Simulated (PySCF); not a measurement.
SMILES COc1ccc([SiH3])s1 (C5H8OSSi) at its GFN2-xTB optimised geometry (Å):

```
16

C     -2.3339    -2.3163     0.0043
O     -0.9419    -2.5244     0.0002
C     -0.1645    -1.4269     0.0000
C      1.1996    -1.4269     0.0000
C      1.7320    -0.1223     0.0000
C      0.8033     0.8745     0.0001
Si     1.0411     2.7294    -0.0011
S     -0.8009     0.1912    -0.0004
H     -2.6518    -1.7610    -0.8845
H     -2.6468    -1.7632     0.8963
H     -2.7889    -3.3046     0.0043
H      1.7837    -2.3280     0.0003
H      2.7889     0.0787     0.0003
H      0.3870     3.3046     1.1767
H      2.4833     2.9681     0.0319
H      0.4437     3.2977    -1.2122
```

Calculation: PBE/def2-TZVP (PySCF 2.14.0).

Map of the deformation density (molecule minus spherical neutral atoms) (e/bohr³) on the plane z = 1.2 Å:

```
|1111111111111111111111111|
|1111111111111111111111111|
|1111111111110000011111111|
|1111111111100000001111111|
|1111111111001221000111111|
|1111111111002931000011111|
|1111111111001320000011111|
|1111111111000000000011111|
|1111111110000000000111111|
|1111111110000000000011111|
|1111111111100000000011111|
|1111111111100000000001111|
|1111111111100000000001111|
|1111100000100000000001111|
|1111000000000000000011111|
|1110000000000000000011111|
|1110001100000000000111111|
|1110001000000000000111111|
|1110000000000000001111111|
|1111000000110000011111111|
|1111000000111111111111111|
|1111100001111111111111111|
|1111111111111111111111111|
|1111111111111111111111111|
|1111111111111111111111111|
```
Scale: ten equal steps from -0.010 (start of '0') to 0.079 (end of '9'), in the order '0123456789'; x runs from -5.50 to 5.50, y from -5.50 (bottom) to 5.50 (top).
